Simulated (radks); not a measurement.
The numbers below are computed, except where a source is named.
Question: Mean orbital radii <r> (bohr) of neutral titanium, [Ar] 3d2 4s2, of relativity; Dirac values are averaged over j with weights 2j + 1. Spin-unpolarised spherical Kohn-Sham, LDA (Slater exchange, Perdew-Wang correlation), point nucleus unless stated (finite: rms radius 3.5921 fm), a radial shooting solver on a logarithmic mesh with Libxc functionals. A level marked "c x" has the speed of light scaled by that factor and shares open shells by 2j + 1; other Dirac levels either fill j = l - 1/2 first or share by 2j + 1.

| shell | non-rel. |
|---|---|
| 1s | 0.07031 |
| 2s | 0.3286 |
| 2p | 0.2913 |
| 3s | 1.016 |
| 3p | 1.090 |
| 3d | 1.596 |
| 4s | 3.509 |

Give the values at the level "Dirac, c x 3".

Answer: 
shell  Dirac, c x 3  change of magnitude (%)
1s          0.07025                    -0.09
2s           0.3283                    -0.10
2p           0.2912                    -0.04
3s            1.015                    -0.08
3p            1.090                    -0.02
3d            1.597                    +0.11
4s            3.506                    -0.08
